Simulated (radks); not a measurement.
Values are calculated unless marked as measured or tabulated.
Task: Ionisation of the indium ion In2+, [Kr] 4d10 5s1, to In3+, [Kr] 4d10, under several functionals. Scalar-relativistic Kohn-Sham, spin-polarised, spherical densities, point nucleus; open shells are filled with parallel spins first (spin-orbit coupling, left out, can overturn this in heavy ions); a radial shooting solver on a logarithmic mesh with Libxc functionals. The NIST Atomic Spectra Database gives 28.044 eV (measured). Rank these functionals by the error of their Delta-SCF ionisation energy: AM05; exchange-only B88; exchange-only PBE; Wu-Cohen GGA; XLYP; BLYP.

Result: From best to worst: exchange-only PBE 27.991 eV (-0.053); exchange-only B88 27.920 eV (-0.125); AM05 28.530 eV (+0.485); Wu-Cohen GGA 28.599 eV (+0.555); BLYP 28.742 eV (+0.697); XLYP 28.789 eV (+0.745).
